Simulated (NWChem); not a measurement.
System: CH$_{4}$F$_{2}$NV; SMILES [CH3][V](=[NH])([F])[F]

Parts of the log:

```
             Northwest Computational Chemistry Package (NWChem) 7.3.0
             --------------------------------------------------------

 CS  symmetry detected

                             Geometry "geometry" -> ""
                             -------------------------

 Output coordinates in angstroms (scale by  1.889725989 to convert to a.u.)

  No.       Tag          Charge          X              Y              Z
 ---- ---------------- ---------- -------------- -------------- --------------
    1 V                   23.0000     0.24819391     0.05742902     0.00000000
    2 N                    7.0000     0.38099769    -1.52790580     0.00000000
    3 H                    1.0000     0.49055887    -2.53994831     0.00000000
    4 F                    9.0000     0.47546379     0.61852446    -1.50917049
    5 F                    9.0000     0.47546379     0.61852446     1.50917049
    6 C                    6.0000    -1.81595264     0.07626622     0.00000000
    7 H                    1.0000    -2.21894696    -0.40701645    -0.89196842
    8 H                    1.0000    -2.21894696    -0.40701645     0.89196842
    9 H                    1.0000    -2.09074123     1.13741687     0.00000000

 Effective nuclear repulsion energy (a.u.)     340.1115162712

      Symmetry information
      --------------------

 Group name             Cs
 Group number              2
 Group order               2
 No. of unique centers     7

                                Z-matrix (autoz)
                                --------

 Units are Angstrom for bonds and degrees for angles

      Type          Name      I     J     K     L     M      Value
      ----------- --------  ----- ----- ----- ----- ----- ----------
    1 Stretch                  1     2                       1.59089
    2 Stretch                  1     4                       1.62606
    3 Stretch                  1     5                       1.62606
    4 Stretch                  1     6                       2.06423
    5 Stretch                  2     3                       1.01796
    6 Stretch                  6     7                       1.09159
    7 Stretch                  6     8                       1.09159
    8 Stretch                  6     9                       1.09615
    9 Bend                     1     6     7               111.41525
   10 Bend                     1     6     8               111.41525
   11 Bend                     1     6     9               105.04090
   12 Bend                     2     1     4               109.40189
   13 Bend                     2     1     5               109.40189
   14 Bend                     2     1     6                95.31136
   15 Bend                     3     1     4               109.30436
   16 Bend                     3     1     5               109.30436
   17 Bend                     3     1     6                95.85378
   18 Bend                     4     1     5               136.28546
   19 Bend                     4     1     6                97.85187
   20 Bend                     5     1     6                97.85187
   21 Bend                     7     6     8               109.59621
   22 Bend                     7     6     9               109.63622
   23 Bend                     8     6     9               109.63622
   24 Torsion                  2     1     6     7         -61.36916
   25 Torsion                  2     1     6     8          61.36916
   26 Torsion                  2     1     6     9         180.00000
   27 Torsion                  1     4     2     3        -177.67312
   28 Torsion                  4     1     6     7          49.09387
   29 Torsion                  4     1     6     8         171.83218
   30 Torsion                  4     1     6     9         -69.53697
   31 Torsion                  1     5     2     3         177.67312
   32 Torsion                  5     1     6     7        -171.83218
   33 Torsion                  5     1     6     8         -49.09387
   34 Torsion                  5     1     6     9          69.53697
   35 Torsion                  1     6     2     3         180.00000

                           NWChem Geometry Optimization
                           ----------------------------

 maximum gradient threshold         (gmax) =   0.000450
 rms gradient threshold             (grms) =   0.000300
 maximum cartesian step threshold   (xmax) =   0.001800
 rms cartesian step threshold       (xrms) =   0.001200
 fixed trust radius                (trust) =   0.300000
 source of zmatrix                         =   autoz

          -------------------
          Energy Minimization
          -------------------

 Using diagonal initial Hessian
 Scaling for Hessian diagonals: bonds = 1.00  angles = 0.25  torsions = 0.10

          --------
          Step   0

                                 NWChem DFT Module
                                 -----------------

[...]

      ----------------------
      Optimization converged
      ----------------------

  Step       Energy      Delta E   Gmax     Grms     Xrms     Xmax
  ---- ---------------- -------- -------- -------- -------- --------
@    9   -1238.99493003 -4.7D-08  0.00001  0.00000  0.00025  0.00060
                                     ok       ok       ok       ok

                                Z-matrix (autoz)
                                --------

 Units are Angstrom for bonds and degrees for angles

      Type          Name      I     J     K     L     M      Value     Gradient
      ----------- --------  ----- ----- ----- ----- ----- ---------- ----------
    1 Stretch                  1     2                       1.60677   -0.00000
    2 Stretch                  1     4                       1.72545   -0.00000
    3 Stretch                  1     5                       1.72545   -0.00000
    4 Stretch                  1     6                       2.01079    0.00001
    5 Stretch                  2     3                       1.01662   -0.00001
    6 Stretch                  6     7                       1.09433    0.00000
    7 Stretch                  6     8                       1.09433    0.00000
    8 Stretch                  6     9                       1.09829    0.00000
    9 Bend                     1     6     7               109.93157   -0.00001
   10 Bend                     1     6     8               109.93157   -0.00001
   11 Bend                     1     6     9               106.42231   -0.00000
   12 Bend                     2     1     4               111.65405   -0.00000
   13 Bend                     2     1     5               111.65405   -0.00000
   14 Bend                     2     1     6               102.52569    0.00000
   15 Bend                     3     1     4               110.42398   -0.00000
   16 Bend                     3     1     5               110.42398   -0.00000
   17 Bend                     3     1     6               105.39831    0.00000
   18 Bend                     4     1     5               114.99817    0.00000
   19 Bend                     4     1     6               107.53233    0.00000
   20 Bend                     5     1     6               107.53233    0.00000
   21 Bend                     7     6     8               109.60509    0.00001
   22 Bend                     7     6     9               110.45324    0.00001
   23 Bend                     8     6     9               110.45324    0.00001
   24 Torsion                  2     1     6     7         -60.37015    0.00000
   25 Torsion                  2     1     6     8          60.37015   -0.00000
   26 Torsion                  2     1     6     9         180.00000    0.00000
   27 Torsion                  1     4     2     3        -169.31615   -0.00000
   28 Torsion                  4     1     6     7          57.44361   -0.00000
   29 Torsion                  4     1     6     8         178.18390   -0.00000
   30 Torsion                  4     1     6     9         -62.18624   -0.00000
   31 Torsion                  1     5     2     3         169.31615    0.00000
   32 Torsion                  5     1     6     7        -178.18390    0.00000
   33 Torsion                  5     1     6     8         -57.44361    0.00000
   34 Torsion                  5     1     6     9          62.18624    0.00000
   35 Torsion                  1     6     2     3         180.00000    0.00000

                         Geometry "geometry" -> "geometry"
                         ---------------------------------

 Output coordinates in angstroms (scale by  1.889725989 to convert to a.u.)

  No.       Tag          Charge          X              Y              Z
 ---- ---------------- ---------- -------------- -------------- --------------
    1 V                   23.0000     0.09785954    -0.03071937     0.00000000
    2 N                    7.0000     0.35196729    -1.61727047     0.00000000
    3 H                    1.0000     0.64095937    -2.59194884     0.00000000
    4 F                    9.0000     0.66259356     0.70454026    -1.45521840
    5 F                    9.0000     0.66259356     0.70454026     1.45521840
    6 C                    6.0000    -1.90933190     0.08945335     0.00000000
    7 H                    1.0000    -2.31211615    -0.39596499    -0.89425259
    8 H                    1.0000    -2.31211615    -0.39596499     0.89425259
    9 H                    1.0000    -2.15631886     1.15960878     0.00000000

 Effective nuclear repulsion energy (a.u.)     329.6591176463

      Symmetry information
      --------------------

 Group name             Cs
 Group number              2
 Group order               2
 No. of unique centers     7

                Final and change from initial internal coordinates
                --------------------------------------------------

                                Z-matrix (autoz)
                                --------

 Units are Angstrom for bonds and degrees for angles

[...]
```

Level: B3LYP/6-31G* (spherical d). Not confirmed as a minimum by frequencies.

Question: Reconstruct the input file.

Answer: Several could match; the one computed here: the input that was run:
```
start job
memory heap 200 mb stack 900 mb global 1100 mb
geometry units angstroms
  V      0.086844     0.127653    -0.095641
  N     -0.032140    -0.860478    -1.336755
  H     -0.096583    -1.476095    -2.144899
  F      1.580646     0.021034     0.537896
  F     -1.066390     1.269114    -0.200941
  C     -0.874209    -1.122343     1.236629
  H     -0.335440    -2.063566     1.359831
  H     -1.899924    -1.325911     0.923155
  H     -0.879743    -0.575392     2.186558
end
basis spherical
  * library 6-31g*
end
dft
  xc b3lyp
  iterations 150
end
driver
  maxiter 120
end
task dft optimize
```
